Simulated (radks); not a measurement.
Values are calculated unless marked as measured or tabulated.
Neutral xenon inside a hard spherical wall (all orbitals vanish at R), configuration held at [Xe] and not refilled when levels cross. Code: a radial shooting solver on a logarithmic mesh with Libxc functionals. Model: scalar-relativistic Kohn-Sham, PBE, spin-unpolarised, spherical densities, point nucleus. Eigenvalues in eV, with the zero of energy where the potential of the charges vanishes at infinity; a dash marks a level that is unbound or too diffuse for the functional's potential to be trusted. A positive occupied level is held by the wall or, in an anion where self-interaction has pushed it up, behind a barrier. The pressure on the wall is -dE/dV.

| R (bohr) | E (hartree) | kinetic (hartree) | e(4p) | e(4d) | e(5s) | e(5p) | e(6s, empty) | e(5d, empty) | pressure (GPa) |
|---|---|---|---|---|---|---|---|---|---|
| free | -7447.30127 | 7831.856 | -141.27 | -59.383 | -19.742 | -8.235 | - | - | 0 |
| 15 | -7447.30127 | 7831.856 | -141.27 | -59.383 | -19.742 | -8.235 | -0.461 | - | < 0.0001 |
| 10 | -7447.30123 | 7831.856 | -141.26 | -59.380 | -19.739 | -8.232 | -0.041 | 1.923 | 0.00135 |
| 8 | -7447.30044 | 7831.865 | -141.21 | -59.330 | -19.697 | -8.192 | 0.880 | 2.671 | 0.0468 |
| 7 | -7447.29739 | 7831.893 | -141.08 | -59.194 | -19.585 | -8.082 | 2.040 | 3.389 | 0.285 |
| 4 | -7446.86616 | 7834.312 | -134.83 | -53.075 | -14.814 | -2.675 | 24.953 | 14.313 | 106 |
| 2 | -7428.67131 | 7900.340 | -79.479 | 0.536 | 60.627 | 87.149 | 273.18 | 132.98 | 25300 |
| 1.5 | -7380.27030 | 8052.840 | -10.946 | 73.611 | 220.31 | 262.46 | 655.59 | 325.49 | 198000 |
